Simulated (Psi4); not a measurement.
CH₂F (SMILES [CH2]F), doublet, geometry from GFN2-xTB; MP2/6-31G* in Psi4.

Psi4 was given this input:
```
memory 2 GB

molecule {
0 2
  C     0.00052334    0.46021569    0.46078947
  F    -0.00116407   -0.45465534   -0.50735425
  H    -0.95081668    0.65452567    0.91257266
  H     0.95815328    0.67607827    0.88887881
}

set basis 6-31g*
set reference uhf
set puream true

energy('mp2')
print_variables()
```

It wrote (shortened):

```
    SCF Algorithm Type (re)set to DF.

   => Loading Basis Set <=

    Name: 6-31G*
    Role: ORBITAL
    Keyword: BASIS

         ---------------------------------------------------------
                                   SCF
               by Justin Turney, Rob Parrish, Andy Simmonett
                          and Daniel G. A. Smith
                              UHF Reference
         ---------------------------------------------------------

  ==> Geometry <==

    Molecular point group: c1
    Full point group: C1

    Geometry (in Angstrom), charge = 0, multiplicity = 2:

       Center              X                  Y                   Z               Mass
    ------------   -----------------  -----------------  -----------------  -----------------
         C            0.000779030569     0.513954054038     0.530271973291    12.000000000000
         F           -0.000908379431    -0.400916975962    -0.437871746709    18.998403162730
         H           -0.950560989431     0.708264034038     0.982055163291     1.007825032230
         H            0.958408970569     0.729816634038     0.958361313291     1.007825032230

  Running in c1 symmetry.

  Rotational constants: A =      9.00166  B =      1.04189  C =      0.93753 [cm^-1]
  Rotational constants: A = 269862.89097  B =  31235.06422  C =  28106.51031 [MHz]
  Nuclear repulsion =   32.336043407467749

  Charge       = 0
  Multiplicity = 2
  Electrons    = 17
  Nalpha       = 9
  Nbeta        = 8

  ==> Algorithm <==

  SCF Algorithm Type is DF.
  DIIS enabled.
  MOM disabled.
  Fractional occupation disabled.
  Guess Type is SAD.
  Energy threshold   = 1.00e-08
  Density threshold  = 1.00e-08
  Integral threshold = 1.00e-12

  ==> Primary Basis <==

  Basis Set: 6-31G*
    Blend: 6-31G*
    Number of shells: 16
    Number of basis functions: 32
    Number of Cartesian functions: 34
    Spherical Harmonics?: true
    Max angular momentum: 2

   => Loading Basis Set <=

    Name: (6-31G* AUX)
    Role: JKFIT
    Keyword: DF_BASIS_SCF

  ==> Integral Setup <==

  SCF_SUBTYPE=INCORE selected. In-core MEM_DF algorithm will be used.
  Using in-core AOs.

  ==> MemDFJK: Density-Fitted J/K Matrices <==

    J tasked:                   Yes
    K tasked:                   Yes
    wK tasked:                   No
    Algorithm:                 Core
    Schwarz Cutoff:           1E-12
    Mask sparsity (%):       0.0000
    Fitting Condition:        1E-10

   => Auxiliary Basis Set <=

  Basis Set: (6-31G* AUX)
    Blend: CC-PVDZ-JKFIT
    Number of shells: 66
    Number of basis functions: 186
    Number of Cartesian functions: 212
    Spherical Harmonics?: true
    Max angular momentum: 3

  Minimum eigenvalue in the overlap matrix is 2.8894275056E-02.
  Reciprocal condition number of the overlap matrix is 7.8289398152E-03.
    Using symmetric orthogonalization.

  ==> Pre-Iterations <==

  SCF Guess: Superposition of Atomic Densities via on-the-fly atomic UHF (no occupation information).

   -------------------------
    Irrep   Nso     Nmo
   -------------------------
     A         32      32
   -------------------------
    Total      32      32
   -------------------------

  ==> Iterations <==

                           Total Energy        Delta E     RMS |[F,P]|

   @DF-UHF iter SAD:  -137.76063854996633   -1.37761e+02   0.00000e+00
   @DF-UHF iter   1:  -138.37554314938342   -6.14905e-01   6.51549e-03 DIIS/ADIIS
   @DF-UHF iter   2:  -138.39514012918698   -1.95970e-02   2.65977e-03 DIIS/ADIIS
   @DF-UHF iter   3:  -138.39825658578161   -3.11646e-03   1.07475e-03 DIIS/ADIIS
   @DF-UHF iter   4:  -138.39907762103354   -8.21035e-04   3.33192e-04 DIIS/ADIIS
   @DF-UHF iter   5:  -138.39926606240573   -1.88441e-04   1.50669e-04 DIIS/ADIIS
   @DF-UHF iter   6:  -138.39930922046898   -4.31581e-05   4.35766e-05 DIIS
   @DF-UHF iter   7:  -138.39931200886028   -2.78839e-06   1.61566e-05 DIIS
   @DF-UHF iter   8:  -138.39931239286418   -3.84004e-07   5.26167e-06 DIIS
   @DF-UHF iter   9:  -138.39931243845584   -4.55917e-08   1.43557e-06 DIIS
   @DF-UHF iter  10:  -138.39931244208159   -3.62576e-09   3.69340e-07 DIIS
   @DF-UHF iter  11:  -138.39931244233208   -2.50481e-10   1.01563e-07 DIIS
   @DF-UHF iter  12:  -138.39931244235012   -1.80478e-11   3.41946e-08 DIIS
   @DF-UHF iter  13:  -138.39931244235223   -2.10321e-12   7.98550e-09 DIIS
  Energy and wave function converged.

  ==> Post-Iterations <==

   @Spin Contamination Metric:   1.120582639E-02
   @S^2 Expected:                7.500000000E-01
   @S^2 Observed:                7.612058264E-01
   @S   Expected:                5.000000000E-01
   @S   Observed:                5.000000000E-01

    Orbital Energies [Eh]
    ---------------------

    Alpha Occupied:

[...]
    Alpha Virtual:

[...]
    Beta Occupied:

[...]
    Beta Virtual:

[...]
    Final Occupation by Irrep:
              A
    DOCC [     8 ]
    SOCC [     1 ]
    NA   [     9 ]
    NB   [     8 ]

  @DF-UHF Final Energy:  -138.39931244235223

   => Energetics <=

    Nuclear Repulsion Energy =             32.3360434074677485
    One-Electron Energy =                -255.6046857811262214
    Two-Electron Energy =                  84.8693299313062397
    Total Energy =                       -138.3993124423522545

  UHF NO Occupations:
  HONO-2 :    7  A 1.9990762
  HONO-1 :    8  A 1.9962489
  HONO-0 :    9  A 1.0000000
  LUNO+0 :   10  A 0.0037511
  LUNO+1 :   11  A 0.0009238
  LUNO+2 :   12  A 0.0005492
  LUNO+3 :   13  A 0.0003674

Computation Completed

Properties will be evaluated at   0.000000,   0.000000,   0.000000 [a0]

Properties computed using the SCF density matrix

 Multipole Moments:

 ------------------------------------------------------------------------------------
     Multipole            Electronic (a.u.)      Nuclear  (a.u.)        Total (a.u.)
 ------------------------------------------------------------------------------------

 L = 1.  Multiply by 2.5417464519 to convert [e a0] to [Debye]
 Dipole X            :         -0.0056864            0.0082142            0.0025277
 Dipole Y            :         -1.3546015            1.7263635            0.3717620
 Dipole Z            :         -1.6903308            2.2321494            0.5418187
 Magnitude           :                                                    0.6571003

 ------------------------------------------------------------------------------------

  //>>>>>>>>>>>>>>>>>>>>>>>>>>>>>>>>>>>//
  //               DFMP2               //
  //<<<<<<<<<<<<<<<<<<<<<<<<<<<<<<<<<<<//

   => Loading Basis Set <=

    Name: (6-31G* AUX)
    Role: RIFIT
    Keyword: DF_BASIS_MP2

	 --------------------------------------------------------
	                          DF-MP2
	      2nd-Order Density-Fitted Moller-Plesset Theory

	        Rob Parrish, Justin Turney, Andy Simmonett,
	           Ed Hohenstein, and C. David Sherrill
	 --------------------------------------------------------

	 --------------------------------------------------------
	                 NBF =    32, NAUX =   140
	 --------------------------------------------------------
	   CLASS    FOCC     OCC    AOCC    AVIR     VIR    FVIR
	   ALPHA       0       9       9      23      23       0
	    BETA       0       8       8      24      24       0
	 --------------------------------------------------------

	-----------------------------------------------------------
	 ==================> DF-MP2 Energies <====================
	-----------------------------------------------------------
	 Reference Energy          =    -138.3993124423522261 [Eh]
	 Singles Energy            =      -0.0000000000000000 [Eh]
	 Same-Spin Energy          =      -0.0737056681050202 [Eh]
	 Opposite-Spin Energy      =      -0.2054715868783066 [Eh]
	 Correlation Energy        =      -0.2791772549833268 [Eh]
	 Total Energy              =    -138.6784896973355501 [Eh]
	-----------------------------------------------------------
	 ================> DF-SCS-MP2 Energies <==================
	-----------------------------------------------------------
	 SCS Same-Spin Scale       =       0.3333333333333333 [-]
	 SCS Opposite-Spin Scale   =       1.2000000000000000 [-]
	 SCS Same-Spin Energy      =      -0.0245685560350067 [Eh]
	 SCS Opposite-Spin Energy  =      -0.2465659042539679 [Eh]
	 SCS Correlation Energy    =      -0.2711344602889746 [Eh]
	 SCS Total Energy          =    -138.6704469026412028 [Eh]
	-----------------------------------------------------------

  Variable Map:
  ----------------------------------------------------------------------------
[...]
  Array Variable Map:
  ----------------------------------------------------------------------------
[...]
[...]
```
